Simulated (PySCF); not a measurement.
# Ga (gallium, neutral): TPSS calculation

Configuration: [Ar] 3d10 4s2 4p1, 2P determinant. All numbers are calculated (PySCF 2.14, the non-relativistic Hamiltonian (point nucleus), in 6-31G* (5s4p3d, 32 functions)).

| Item | Value |
| --- | --- |
| Total energy | -1924.521 hartree |
| One-electron energy | -2681.931 hartree |
| Hartree (Coulomb) energy | 832.321 hartree |
| Exchange-correlation energy | -74.911 hartree |
| Kinetic energy | 1920.91089 hartree |
| ⟨S²⟩ | 0.7525 |
| ⟨L²⟩ | 2.008 |
| Sum of ⟨r⟩ | 23.27 bohr |
| Sum of ⟨r²⟩ | 39.05 bohr² |
| Traceless quadrupole moment −½Σ⟨3z² − r²⟩ along its main axis | -4.93 e·bohr² |
| Density at the nucleus (Gaussians lack the cusp) | 19200 bohr⁻³ |
| Spin density at the nucleus | 0.00218 bohr⁻³ |
| Langevin diamagnetic susceptibility | -30.9 ×10⁻⁶ cm³/mol |
| Time after the integrals | 1.1 s of wall time on 1 thread of Neoverse-N1 (shared host) |

| shell | electrons | mean orbital energy (hartree) | spread (hartree) | rms radius, mean of both spins (bohr) |
| --- | --- | --- | --- | --- |
| 1s α | 1 | -371.57706 | 0 | 0.0572 |
| 1s β | 1 | -371.57640 | 0 | 0.0572 |
| 2s β | 1 | -45.49291 | 0 | 0.240 |
| 2s α | 1 | -45.49281 | 0 | 0.240 |
| 2p α | 3 | -40.26413 | 0.00238 | 0.212 |
| 2p β | 3 | -40.26383 | 0.00322 | 0.212 |
| 3s α | 1 | -5.34930 | 0 | 0.710 |
| 3s β | 1 | -5.34877 | 0 | 0.710 |
| 3p α | 3 | -3.64708 | 0.00902 | 0.743 |
| 3p β | 3 | -3.64641 | 0.01097 | 0.743 |
| 3d α | 5 | -0.73214 | 0.00925 | 0.927 |
| 3d β | 5 | -0.73001 | 0.01299 | 0.927 |
| 4s α | 1 | -0.33083 | 0 | 2.57 |
| 4s β | 1 | -0.30224 | 0 | 2.57 |
| 4p α | 1 | -0.11230 | 0 | 3.54 |
